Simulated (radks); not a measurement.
The promethium ion Pm5+, configuration [Kr] 4d10 4f3 5s2 5p5 (the NIST ground configuration). All-electron calculation, Dirac Kohn-Sham, PBE, spin-unpolarised, spherical densities, finite nucleus; open shells fill j = l - 1/2 first; Fermi nuclear charge, rms radius 4.962 fm. Program: a radial shooting solver on a logarithmic mesh with Libxc functionals.

Normalised radial functions P(r) = r R(r) (large component), r in bohr:

```
   r/bohr * 4p3/2, o 4d5/2, + 5p3/2 (the largest magnitude, 1.43, reaches the edge; | marks zero, & curves that meet)
 0.001637                             &
 0.002165                             &
 0.002842                             &
 0.003731                             &
 0.004936                             &*
 0.006479                             &*
 0.008573                             o&
  0.01125                             o+*
  0.01489                             o+ *
  0.01954                             o +  *
  0.02586                             |o +   *
  0.03394                             | o +    *
  0.04455                             |  o+      *
  0.05895                             |   +o    *
  0.07737                             |  +   *o
   0.1024                             &           o
   0.1344                    *    +   |             o
   0.1778              *        +     |             o
   0.2334               *        +    |       o
   0.3088                          o *|+
   0.4053             o               |       +       *
    0.532    o                        |        +                 *
   0.7039     o                       |  +                     *
   0.9239            o       +        |              *
    1.222            +        o       |     *
    1.605            +             o  |*
    2.123                  +         o*
    2.787                         +   &
    3.687                            +&
     4.84                             &
```

4p3/2: eigenvalue -297.00 eV, 2 radial nodes at r = 0.103, 0.313 bohr, <r> = 0.633 bohr, 90 % of the charge inside 0.919 bohr. 4d5/2: eigenvalue -188.00 eV, 1 radial node at r = 0.287 bohr, <r> = 0.683 bohr, 90 % of the charge inside 1.02 bohr. 5p3/2: eigenvalue -76.239 eV, 3 radial nodes at r = 0.102, 0.300, 0.753 bohr, <r> = 1.53 bohr, 90 % of the charge inside 2.20 bohr.
